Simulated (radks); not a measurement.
Valence configurations of the scandium ion Sc+ (all share [Ar]). All-electron calculation, non-relativistic Kohn-Sham, LDA (Slater exchange, Perdew-Wang correlation), spin-polarised, spherical densities, point nucleus; open shells are filled with parallel spins first. Program: a radial shooting solver on a logarithmic mesh with Libxc functionals. Order these by energy: 4s1.5 4p0.5; 4s2; 4s0.5 4p1.5; 3d0.5 4s1 4p0.5; 3d1 4p1; 3d0.5 4s1.5; 3d1 4s1; 4s1 4p1; 3d2; 3d1.5 4s0.5.

Answer. From the lowest, in eV above it: 3d1 4s1 0.000; 3d1.5 4s0.5 0.016; 3d2 0.425; 3d0.5 4s1.5 0.972; 3d0.5 4s1 4p0.5 2.344; 4s2 2.345; 3d1 4p1 3.517; 4s1.5 4p0.5 4.106; 4s1 4p1 5.517; 4s0.5 4p1.5 7.501. NIST lists [Ar] 3d1 4s1 as the ground configuration; this level of theory agrees among the configurations tried. The energies are those of spherical high-spin densities, not of single terms.
